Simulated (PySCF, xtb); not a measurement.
SnCl2, SMILES [Cl][Sn][Cl] (connectivity only; charge and spin as stated), neutral, multiplicity 1.

Harmonic wavenumbers (cm⁻¹) from xtb 6.7.1 with GFN2-xTB at its own minimum, in rising order: 109, 303, 327.

What does PySCF 2.14.0 with PBE0-D3(BJ)/def2-TZVP give at its own minimum? (An estimate is asked for; the answer gives what the named calculation found.)

121, 341, 358. Paired by order, the mean absolute difference is 27 cm⁻¹ and the zero-point energies are 1.1 and 1.2 kcal/mol.
